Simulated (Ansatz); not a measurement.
`C[S][Ge][OH]` + CH₃OH → `C[O][Ge][S]C` + H₂O  (ligand exchange at a Ge–O bond)

Computed with Ansatz on PBE0-D4/def2-TZVP structures; ΔE is electronic, products minus reactants. CCSD(T)/CBS is the MP2 limit (def2-TZVPP, def2-QZVPP) plus CCSD(T) − MP2 in def2-TZVPP, frozen cores. This one scheme is used for every species. DFT in def2-TZVPP. For Ge outer-core shells are correlated without core-valence functions, which leaves a few kJ/mol of doubt a bond. Scalar relativity is left out up to krypton. Each species was taken in one conformer, which may not be the lowest.

```json
{"level": "PBE0-D4", "ΔE (kJ/mol)": "0.5"}
{"level": "CCSD(T)/def2-TZVPP", "ΔE (kJ/mol)": "-2.3"}
```

Task: What does CCSD(T)/CBS give? (Best estimate.)

Result: Ansatz gave: -2.4 kJ/mol. The listed levels differ from it by 2.9, 0.1 kJ/mol.

Largest T1 diagnostic among the species: 0.015.

In def2-TZVPP, CCSD(T) changes the Hartree–Fock value by −12.5 kJ/mol (the triples alone add −2.5 kJ/mol) and MP2 by −13.7 kJ/mol. The D4 term adds −6.4 kJ/mol with B3LYP and −3.8 kJ/mol with PBE0; it sums over pairs of atoms, weighted by their polarisabilities, and B3LYP, whose exchange is more repulsive, gets the larger term.

B3LYP here is the variant with VWN-RPA as its local correlation; programs differ in this.
